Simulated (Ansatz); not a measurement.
Scan of the C1–B2–Cl3 angle

C2H3BClN (SMILES CB(Cl)C#N), singlet, at its PBE0-D4/def2-TZVP minimum:

```xyz
8
angstrom
C -0.4929 -0.6450 0.6607
B 0.5893 0.0713 -0.1800
Cl 2.2816 -0.3263 -0.0908
C 0.2058 1.2010 -1.1543
N -0.1127 2.0414 -1.8749
H -0.1031 -1.4463 1.2866
H -1.0030 0.0901 1.2950
H -1.2728 -1.0433 0.0018
```

The angle C1–B2–Cl3 (123.1° at the minimum) is set to the values below, C1, with anything bonded beyond it, turning rigidly in the plane of the angle. Each method's energies count from its own value at the PBE0-D4 minimum structure. Ansatz 0.2.0; basis: def2-TZVPP; cores frozen in the correlated methods. B3LYP uses VWN-RPA correlation.

CCSD(T) energies along the scan:
```json
{"angle (°)": "93.1", "CCSD(T) (kcal/mol)": "31.35"}
{"angle (°)": "100.6", "CCSD(T) (kcal/mol)": "15.87"}
{"angle (°)": "108.1", "CCSD(T) (kcal/mol)": "6.57"}
{"angle (°)": "115.6", "CCSD(T) (kcal/mol)": "1.58"}
{"angle (°)": "123.1", "CCSD(T) (kcal/mol)": "0.00"}
{"angle (°)": "130.6", "CCSD(T) (kcal/mol)": "1.46"}
{"angle (°)": "138.1", "CCSD(T) (kcal/mol)": "5.97"}
{"angle (°)": "145.6", "CCSD(T) (kcal/mol)": "13.88"}
{"angle (°)": "153.1", "CCSD(T) (kcal/mol)": "26.02"}
```
They count from the CCSD(T) energy at the PBE0-D4 minimum.

Minimum and curvature along this coordinate at CCSD(T): A fifth-order fit through the nearest points gives 123.2°, with a curvature of about 2.3 meV/deg².

Largest difference from the CCSD(T) curve over the scan: r2SCAN-D4 0.56; PBE0-D4 0.99; B3LYP-D4 0.12; HF 4.57 kcal/mol. Each curve counts from its own value at the minimum.

T1 diagnostic: at most 0.014.

For scale, one of the runs: CCSD(T)/def2-TZVPP, 208 basis functions (an equivalent command: `ansatz run in.yaml --threads 4`). Time: 22 s of wall clock on 4 CPU threads; the host was shared. Peak host memory: 3.1 GiB.
